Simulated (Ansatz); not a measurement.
CH3F4MoN, SMILES `C[N]=[Mo]([F])([F])([F])[F]`, 10 atoms. Charge 0, multiplicity 1. Correlated methods include outer-core shells of Mo, which these sets cover unevenly. Mo takes the def2 core potential. All runs use 8 threads of an Arm Neoverse V2 on a shared host. Correlated methods freeze the cores.

Question: How many basis functions does each run have, and how long does it take in Ansatz? RKS PBE0-D4/def2-TZVP frequencies; RKS PBE0-D4/def2-SVP energy; RKS ωB97X-V/def2-TZVPP energy; RKS PBE0-D4/def2-QZVPP energy; direct RPA on PBE orbitals/def2-TZVPP energy; RKS ωB97M-V/def2-SVP energy; RKS revPBE-D4/def2-TZVPP energy; RKS B2PLYP (frozen core)/def2-TZVPP energy; RHF-MP2/def2-QZVPP energy; RKS PBE0-D4/def2-TZVP relaxation (5 steps); RKS ωB97M-V/def2-QZVPP energy; RKS r2SCAN-D4/def2-TZVPP energy and forces. (Best estimate.)

Answer: Computed: Other jobs shared the machine, so times are rough.

| level | job | functions | wall time | peak host memory (GiB) |
| --- | --- | --- | --- | --- |
| RKS PBE0-D4/def2-SVP | energy | 130 | 0.85 s | 0.36 |
| RKS revPBE-D4/def2-TZVPP | energy | 284 | 1.8 s | 0.4 |
| RKS ωB97M-V/def2-SVP | energy | 130 | 3.1 s | 0.5 |
| RKS r2SCAN-D4/def2-TZVPP | energy and forces | 284 | 3.5 s | 0.45 |
| RKS B2PLYP (frozen core)/def2-TZVPP | energy | 284 | 4.8 s | 1.1 |
| RKS PBE0-D4/def2-QZVPP | energy | 513 | 5 s | 2.1 |
| RKS ωB97X-V/def2-TZVPP | energy | 284 | 6 s | 1 |
| direct RPA on PBE orbitals/def2-TZVPP | energy | 284 | 6.5 s | 0.88 |
| RKS ωB97M-V/def2-QZVPP | energy | 513 | 12 s | 2.5 |
| RHF-MP2/def2-QZVPP | energy | 513 | 16 s | 3.4 |
| RKS PBE0-D4/def2-TZVP | relaxation (5 steps) | 244 | 16 s | 0.75 |
| RKS PBE0-D4/def2-TZVP | frequencies | 244 | 110 s | 0.77 |
